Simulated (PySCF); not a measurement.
Identify the compound

An unknown has the formula C₆H₈O₃. Its calculated NMR data are:

$^{1}$H NMR (500 MHz, computed): δ 8.76 (s, 1H), 8.15 (s, 1H), 6.59 (m, 1H), 4.84 (m, 1H), 4.46 (m, 1H), 2.15 (s, 3H).

$^{13}$C{$^{1}$H} NMR (computed): δ 163.2 (CH), 158.6 (CH), 146.4 (CH), 143.3 (C), 96.7 (CH2), 16.2 (CH3).

Theory: σ from GIAO-PBE0/pcSseg-1, geometry from GFN2-xTB, in PySCF 2.14.0 with density-fitted response routines (non-relativistic, isolated molecule, single conformer, equivalent nuclei averaged).

Shifts are taken against calculated references (same method and geometry level): $^{1}$H and $^{13}$C vs TMS.

Which of these isomers gave the spectra?
A. C=CO/C=C(\C)OC=O
B. O=COC1=COCCC1
C. CC1=C[C@@H](OC=O)OC1

## Answers

A. 

- The formula gives 3 degrees of unsaturation (no ring in the answer).
- 6 carbon signals for 6 carbons: no two carbons are equivalent.
- Carbon types of the structure: 1 × C, 3 × CH, 1 × CH2, 1 × CH3, which accounts for all hydrogens.
- δC 163.2: ester carbonyl carbon; it is a carbonyl in resonance with an O or N lone pair, the region of acids, esters and amides.
- δC 158.6, 146.4, 143.3: alkene carbon bearing oxygen; an sp2 carbon further deshielded by the attached heteroatom.
- δC 96.7: β carbon of an enol-ether or enamine type C=C; the O or N lone pair pushes π density onto this β carbon and shields it.
- δH 8.76, 6.59: hydrogen on an alkene carbon bearing oxygen.
- δH 2.15: hydrogen on an allylic methyl carbon; allylic position.

The others: O=COC1=COCCC1 would give 5 signals for carbon-bound and other non-exchanging H, not 6; CC1=C[C@@H](OC=O)OC1 has carbons computed at 164.3, 153.4, 128.3, 104.3, 82.6, 15.1.

Shifts are as computed. Against solution values, carbons near 30 ppm lie about +3 ppm off and those near 130 ppm about +5 ppm. Of 1211 compounds with measured shifts, 218 miss one by over three times the rms of a fit or turn the order of signals round; such compounds aren't used in these exercises. Multiplicities follow the n + 1 count of equivalent neighbours, as no J values were calculated; m marks all less simple cases, F and P coupling included.
